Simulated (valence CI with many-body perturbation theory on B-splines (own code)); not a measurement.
## Level structure of Au72+

Computed by relativistic CI+MBPT: five valence electrons over a frozen Dirac-Fock core [He], radial functions for each j: 11 s, 11 p, 10 d, 8 f, 5 g, 2 h, with the one-electron correlation potential Σ1, the two-electron term Σ2, the three-electron term Σ3, Breit, model QED; selected CI, second order for the rest, scaled by the run's own slope (own B-spline code, finite nucleus).

No measured spectrum was set against this ion. As an estimate, large intervals hold to a few tenths of a per cent, small ones and those within an open d or f shell to about a per cent. Among the levels kept, up to 7600 cm⁻¹ of a level comes from second order outside the variational space, and about a tenth of that is noise between levels of different J, which matters for small intervals.

Levels 136 to 180 of 202, with energies above the lowest level, (2s^2 2p1/2^2 2p3/2) J=3/2. "Leading %" is the weight of the configuration and term that name the level; weights of strongly mixed levels are sums over their largest components and can fall short. In the jj column 3d3/2^4 stands for four electrons in 3d with j = 3/2. Lifetimes count E1, E2, E3, M1 and M2 decay at the calculated energies, and are blank where another channel may lead or the interval is too uncertain; long ones can be off by a factor of two.

```csv
No.,Configuration,Term,J,E (eV),Leading %,Second component,Lifetime,Leading jj
136,2s 2p3 3p,4P,1/2,14862,61,24 % 2s 2p3 3p 2P,1.78 fs,2s 2p1/2 2p3/2^2 3p3/2 (97 %)
137,2s2 2p2 3d,2P,3/2,14876,40,24 % 2s2 2p2 3d 2D,365 as,2s^2 2p3/2^2 3d5/2 (90 %)
138,2s2 2p2 3d,2D,5/2,14876,55,15 % 2s2 2p2 3d 2F,436 as,2s^2 2p3/2^2 3d5/2 (95 %)
139,2p4 3p,2P°,1/2,14884,72,19 % 2p4 3p 4D°,857 as,2p1/2^2 2p3/2^2 3p1/2 (98 %)
140,2s 2p3 3p,4P,3/2,14894,35,22 % 2s 2p3 3p 2D,1.40 fs,2s 2p1/2 2p3/2^2 3p3/2 (93 %)
141,2s 2p3 3p,4F,9/2,14895,97,,94.2 fs,2s 2p1/2 2p3/2^2 3p3/2 (97 %)
142,2s 2p3 3p,4D,7/2,14897,64,34 % 2s 2p3 3p 2F,4.21 fs,2s 2p1/2 2p3/2^2 3p3/2 (98 %)
143,2s2 2p2 3d,2D,5/2,14918,65,11 % 2s2 2p2 3d 2F,643 as,2s^2 2p3/2^2 3d5/2 (97 %)
144,2s 2p3 3p,2P,3/2,14920,57,30 % 2s 2p3 3p 4P,1.77 fs,2s 2p1/2 2p3/2^2 3p3/2 (98 %)
145,2s 2p3 3p,2D,5/2,14940,56,26 % 2s 2p3 3p 4P,1.66 fs,2s 2p1/2 2p3/2^2 3p3/2 (99 %)
146,2s 2p3 3d,6D°,3/2,14964,42,21 % 2s 2p3 3d 4D°,3.65 fs,2s 2p1/2 2p3/2^2 3d3/2 (100 %)
147,2s 2p3 3d,6D°,1/2,14966,48,18 % 2s 2p3 3d 4D°,2.18 fs,2s 2p1/2 2p3/2^2 3d3/2 (100 %)
148,2s 2p3 3d,6D°,5/2,14969,35,30 % 2s 2p3 3d 4F°,2.34 fs,2s 2p1/2 2p3/2^2 3d3/2 (98 %)
149,2s 2p3 3d,4G°,7/2,14978,36,25 % 2s 2p3 3d 4D°,1.21 fs,2s 2p1/2 2p3/2^2 3d3/2 (99 %)
150,2s 2p3 3p,4P,3/2,14979,31,25 % 2s 2p3 3p 4D,4.07 fs,2s 2p1/2 2p3/2^2 3p3/2 (100 %)
151,2s 2p3 3p,2P,1/2,14996,74,16 % 2s 2p3 3p 4D,19.9 fs,2s 2p1/2 2p3/2^2 3p3/2 (99 %)
152,2s 2p3 3p,4P,5/2,14996,52,17 % 2s 2p3 3p 4F,2.07 fs,2s 2p1/2 2p3/2^2 3p3/2 (99 %)
153,2s 2p3 3p,2F,7/2,15002,79,14 % 2s 2p3 3p 4F,2.29 fs,2s 2p1/2 2p3/2^2 3p3/2 (100 %)
154,2s 2p3 3p,4P,3/2,15004,37,21 % 2s 2p3 3p 2P,4.14 fs,2s 2p1/2 2p3/2^2 3p3/2 (100 %)
155,2s 2p3 3p,2D,5/2,15011,48,18 % 2s 2p3 3p 4D,10.5 fs,2s 2p1/2 2p3/2^2 3p3/2 (99 %)
156,2s 2p3 3d,2G°,9/2,15012,46,42 % 2s 2p3 3d 4G°,61.5 fs,2s 2p1/2 2p3/2^2 3d3/2 (99 %)
157,2s 2p3 3p,2D,3/2,15019,36,23 % 2s 2p3 3p 2P,2.73 fs,2s 2p1/2 2p3/2^2 3p3/2 (100 %)
158,2s 2p3 3p,2P,1/2,15023,46,20 % 2s 2p3 3p 2S,1.49 fs,2s 2p1/2 2p3/2^2 3p3/2 (98 %)
159,2s 2p3 3p,2D,5/2,15023,49,20 % 2s 2p3 3p 4D,12.9 fs,2s 2p1/2 2p3/2^2 3p3/2 (99 %)
160,2s 2p3 3d,4F°,7/2,15023,40,28 % 2s 2p3 3d 4D°,555 as,2s 2p1/2 2p3/2^2 3d3/2 (98 %)
161,2s 2p3 3d,4D°,5/2,15028,40,30 % 2s 2p3 3d 4P°,470 as,2s 2p1/2 2p3/2^2 3d3/2 (98 %)
162,2s 2p3 3d,4P°,3/2,15036,43,30 % 2s 2p3 3d 4S°,396 as,2s 2p1/2 2p3/2^2 3d3/2 (99 %)
163,2s 2p3 3p,2P,1/2,15050,61,29 % 2s 2p3 3p 4P,4.04 fs,2s 2p1/2 2p3/2^2 3p3/2 (100 %)
164,2s 2p3 3p,2D,3/2,15052,48,30 % 2s 2p3 3p 2P,4.12 fs,2s 2p1/2 2p3/2^2 3p3/2 (99 %)
165,2s 2p3 3d,4F°,3/2,15084,63,12 % 2s 2p3 3d 2D°,2.98 fs,2s 2p1/2 2p3/2^2 3d3/2 (97 %)
166,2s 2p3 3d,6D°,9/2,15093,51,24 % 2s 2p3 3d 4G°,164 fs,2s 2p1/2 2p3/2^2 3d5/2 (100 %)
167,2s 2p3 3d,4D°,7/2,15099,35,29 % 2s 2p3 3d 6D°,15.4 fs,2s 2p1/2 2p3/2^2 3d5/2 (94 %)
168,2s 2p3 3d,4D°,1/2,15101,80,9 % 2s 2p3 3d 4P°,2.67 fs,2s 2p1/2 2p3/2^2 3d3/2 (76 %)
169,2s 2p3 3d,4G°,5/2,15108,29,16 % 2s 2p3 3d 2F°,3.36 fs,2s 2p1/2 2p3/2^2 3d3/2 (98 %)
170,2s 2p3 3d,4D°,3/2,15110,37,28 % 2s 2p3 3d 4F°,2.35 fs,2s 2p1/2 2p3/2^2 3d3/2 (99 %)
171,2s 2p3 3d,2G°,7/2,15113,67,15 % 2s 2p3 3d 4D°,16.1 fs,2s 2p1/2 2p3/2^2 3d3/2 (92 %)
172,2s 2p3 3d,4F°,5/2,15122,29,24 % 2s 2p3 3d 2F°,3.92 fs,2s 2p1/2 2p3/2^2 3d3/2 (89 %)
173,2s 2p3 3d,2P°,1/2,15129,45,13 % 2s 2p3 3d 2S°,497 as,2s 2p1/2 2p3/2^2 3d3/2 (74 %)
174,2s 2p3 3d,2F°,5/2,15133,42,13 % 2s 2p3 3d 4D°,516 as,2s 2p1/2 2p3/2^2 3d3/2 (80 %)
175,2s 2p3 3d,4D°,3/2,15136,26,18 % 2s 2p3 3d 2P°,444 as,2s 2p1/2 2p3/2^2 3d3/2 (86 %)
176,2s 2p3 3d,4D°,1/2,15139,42,16 % 2s 2p3 3d 2S°,683 as,2s 2p1/2 2p3/2^2 3d5/2 (60 %)
177,2s 2p3 3d,4G°,11/2,15140,100,,202 fs,2s 2p1/2 2p3/2^2 3d5/2 (100 %)
178,2s 2p3 3d,2D°,3/2,15141,41,29 % 2s 2p3 3d 2P°,431 as,2s 2p1/2 2p3/2^2 3d3/2 (83 %)
179,2s 2p3 3d,4F°,9/2,15144,69,29 % 2s 2p3 3d 2G°,90.2 fs,2s 2p1/2 2p3/2^2 3d5/2 (100 %)
180,2s 2p3 3d,4D°,5/2,15146,35,23 % 2s 2p3 3d 2F°,418 as,2s 2p1/2 2p3/2^2 3d5/2 (69 %)
```
